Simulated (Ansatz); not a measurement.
**Cost against result**

The pair of Cu⁺ (SMILES [Cu+], atom 1) and HCN (SMILES C#N, atoms 2–4), both closed shells, in one local arrangement (a lower one may exist), relaxed at PBE0-D4/def2-TZVP:

Cu1  (-1.636, 1.482, -0.415)
C2  (0.561, -0.508, 0.142)
N3  (-0.269, 0.244, -0.068)
H4  (1.344, -1.218, 0.341)
(Å)

Interaction energies are counterpoise-corrected; the time is that of the whole pair.

Ansatz 0.2.0; basis: as named in each row; cores frozen in the correlated methods. The 3s and 3p shells of Cu and Zn are frozen; filled d shells are correlated. B3LYP uses VWN-RPA correlation. Extrapolation: Hartree–Fock as exp(−7.88 √X), correlation as X^−2.97.

Times are rough, for one single point on 2 threads of a shared host (Arm Neoverse N1).

The estimate by CCSD(T) at an estimated basis limit (MP2 extrapolated from triple and quadruple zeta, plus CCSD(T) − MP2 in triple zeta) is -2.082 eV.

```json
{"method": "SPW92", "basis": "def2-SVP", "time (s)": "under 1", "interaction energy (eV)": "-2.830", "method less estimate": "-0.748"}
{"method": "B3LYP-D4", "basis": "6-31G", "time (s)": "1", "interaction energy (eV)": "-2.581", "method less estimate": "-0.499"}
{"method": "PBE-D4", "basis": "def2-SVP", "time (s)": "1", "interaction energy (eV)": "-2.375", "method less estimate": "-0.293"}
{"method": "PBE0-D4", "basis": "def2-SVP", "time (s)": "2", "interaction energy (eV)": "-2.127", "method less estimate": "-0.045"}
{"method": "CCSD(T)", "basis": "def2-SVP", "time (s)": "2", "interaction energy (eV)": "-1.679", "method less estimate": "0.403"}
{"method": "PBE-D4", "basis": "def2-TZVPPD", "time (s)": "3", "interaction energy (eV)": "-2.511", "method less estimate": "-0.429"}
{"method": "revPBE-D4", "basis": "def2-TZVPPD", "time (s)": "3", "interaction energy (eV)": "-2.343", "method less estimate": "-0.261"}
{"method": "BLYP-D4", "basis": "def2-TZVPPD", "time (s)": "4", "interaction energy (eV)": "-2.465", "method less estimate": "-0.383"}
{"method": "PBE0-D4", "basis": "def2-TZVPPD", "time (s)": "4", "interaction energy (eV)": "-2.239", "method less estimate": "-0.157"}
{"method": "HSE06-D4", "basis": "def2-TZVPPD", "time (s)": "4", "interaction energy (eV)": "-2.234", "method less estimate": "-0.151"}
{"method": "B3LYP-D4", "basis": "def2-TZVPPD", "time (s)": "4", "interaction energy (eV)": "-2.277", "method less estimate": "-0.195"}
{"method": "HF", "basis": "STO-3G", "time (s)": "5", "interaction energy (eV)": "-0.889", "method less estimate": "1.193"}
{"method": "r2SCAN-D4", "basis": "def2-TZVPPD", "time (s)": "6", "interaction energy (eV)": "-2.507", "method less estimate": "-0.425"}
{"method": "wB97M-V", "basis": "def2-SVP", "time (s)": "7", "interaction energy (eV)": "-2.061", "method less estimate": "0.021"}
{"method": "wB97X-V", "basis": "def2-TZVPPD", "time (s)": "11", "interaction energy (eV)": "-2.158", "method less estimate": "-0.076"}
{"method": "B2PLYP", "basis": "def2-TZVPPD", "time (s)": "11", "interaction energy (eV)": "-2.171", "method less estimate": "-0.089"}
{"method": "B97M-V", "basis": "def2-TZVPPD", "time (s)": "12", "interaction energy (eV)": "-2.423", "method less estimate": "-0.341"}
{"method": "MP2", "basis": "def2-QZVPPD", "time (s)": "14", "interaction energy (eV)": "-2.147", "method less estimate": "-0.064"}
{"method": "wB97M-V", "basis": "def2-TZVPPD", "time (s)": "14", "interaction energy (eV)": "-2.123", "method less estimate": "-0.041"}
{"method": "CCSD(T)", "basis": "def2-TZVPPD", "time (s)": "19", "interaction energy (eV)": "-1.940", "method less estimate": "0.143"}
{"method": "PBE-D4", "basis": "STO-3G", "time (s)": "24", "interaction energy (eV)": "-2.842", "method less estimate": "-0.760"}
```

No T1 diagnostic of these runs exceeds 0.022.
